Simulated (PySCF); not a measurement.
# Fractional electron number in Hg⁺ (mercury, charge +1)

The 6s alpha orbital of [Xe] 4f14 5d10 6s1 is emptied in steps (occupation f), with all orbitals relaxed, ending at [Xe] 4f14 5d10. Computed with PySCF 2.14 in aug-cc-pVTZ-PP with ECP60MDF, with scalar relativity through the core potential. The exact energy is a straight line in f; departures are measured from the line between the end points of the same method.

```json
{"f": "1", "UHF (eV)": "0.000", "LDA (eV)": "0.000", "PBE (eV)": "0.000"}
{"f": "0.75", "UHF (eV)": "0.048", "LDA (eV)": "-0.778", "PBE (eV)": "-0.767"}
{"f": "0.5", "UHF (eV)": "0.062", "LDA (eV)": "-1.042", "PBE (eV)": "-1.028"}
{"f": "0.25", "UHF (eV)": "0.046", "LDA (eV)": "-0.784", "PBE (eV)": "-0.774"}
{"f": "0", "UHF (eV)": "0.000", "LDA (eV)": "0.000", "PBE (eV)": "0.000"}
```

| method | E(f=0) − E(f=1) (eV) | −ε at f=1 (eV) | −ε at f=0.5 (eV) |
| --- | --- | --- | --- |
| UHF | 17.111 | 17.372 | 17.106 |
| LDA | 19.521 | 15.391 | 19.505 |
| PBE | 19.112 | 15.042 | 19.093 |

Orbital energy along the path (eV):

| f | UHF | LDA | PBE |
| --- | --- | --- | --- |
| 1 | -17.372 | -15.391 | -15.042 |
| 0.75 | -17.234 | -17.433 | -17.052 |
| 0.5 | -17.106 | -19.505 | -19.093 |
| 0.25 | -16.985 | -21.602 | -21.163 |
| 0 | -16.872 | -23.715 | -23.257 |

Reference removal energy between the ground levels: 18.757 eV (measured; NIST Atomic Spectra Database, ionization energies). UHF lacks correlation.
